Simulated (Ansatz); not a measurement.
A run for Ansatz (a quantum-chemistry and plane-wave program): R-CCSD(T)/cc-pV(D+d)Z on H2Si2 (SMILES [SiH]#[SiH]). The basis file is the Basis Set Exchange's JSON of that set.

Ansatz 0.2 input:
```yaml
crystal:
  periodic: [false, false, false]
  atoms:
    - {symbol: Si, position_ang: [-1.04948740, -0.00185838, 0.00000000]}
    - {symbol: Si, position_ang: [1.04948740, 0.00185838, 0.00000000]}
    - {symbol: H, position_ang: [-1.90117339, 1.22181041, -0.00000000]}
    - {symbol: H, position_ang: [1.90117339, -1.22181041, -0.00000000]}
basis:
  gaussian:
    orbitals: cc-pV_D+d_Z.json
magnetization: {spin_polarized: false}
correlation: {method: ccsd_t, electrons: outside_noble_gas}
scf: {lower_state_search: off}
```

The log:

```
WARN ansatz: RAYON_NUM_THREADS=4 ignored (pool sized by the plan → 4); use --threads N
Functional definition: HF
these checks for a lower state are left out or cut short: stability, starts, cluster_reference, orbital_swaps, neighbouring_geometries, increment
integrals: 0.03 GiB planned
600 factors; integrals over basis functions are off by at most 1.3e-3 eV
mean field: 0.10 GiB planned
mean field evaluation 1: about -15751.8840 eV, gradient 1.0e1 eV
mean field evaluation 2: about -15751.8853 eV, gradient 1.0e1 eV
mean field evaluation 4: about -15752.4415 eV, gradient 9.5e-1 eV
mean field evaluation 8: about -15752.4485 eV, gradient 4.6e-4 eV
mean field -15752.44848397 eV, -578.8918043929 hartree, gradient 2.9e-6 eV, S^2 0.000000; 0 other end points of the search recorded, 0 dependent functions left out
10 core orbitals not correlated
reference -15752.44848397 eV, -578.8918043929 hartree; 5, 5 occupied and 41, 41 virtual orbitals, 600 factors
second order -5.40664863 eV of doubles, -0.00000000 eV of singles
coupled cluster: 0.10 GiB planned
cycle   1  -5.87368358 eV  change   -4.7e-1 eV  update   1.1e-1
cycle   2  -6.19393934 eV  change   -3.2e-1 eV  update   4.4e-2
cycle   3  -6.29328561 eV  change   -9.9e-2 eV  update   2.4e-2
cycle   4  -6.30287504 eV  change   -9.6e-3 eV  update   9.0e-3
cycle   5  -6.30330429 eV  change   -4.3e-4 eV  update   2.7e-3
cycle   6  -6.30331552 eV  change   -1.1e-5 eV  update   8.6e-4
cycle   7  -6.30378612 eV  change   -4.7e-4 eV  update   3.0e-4
cycle   8  -6.30375268 eV  change    3.3e-5 eV  update   1.1e-4
cycle   9  -6.30369101 eV  change    6.2e-5 eV  update   4.0e-5
cycle  10  -6.30370660 eV  change   -1.6e-5 eV  update   1.4e-5
cycle  11  -6.30370648 eV  change    1.2e-7 eV  update   4.9e-6
perturbative correction -0.39782157 eV, -0.0146196731 hartree
Total energy: -15759.15001202 eV, -579.1380810063 hartree
Checks for a lower state left out: stability, starts, cluster_reference, orbital_swaps, neighbouring_geometries, increment
```

The run converged.

Cost: around 0.8 core-seconds (rough).
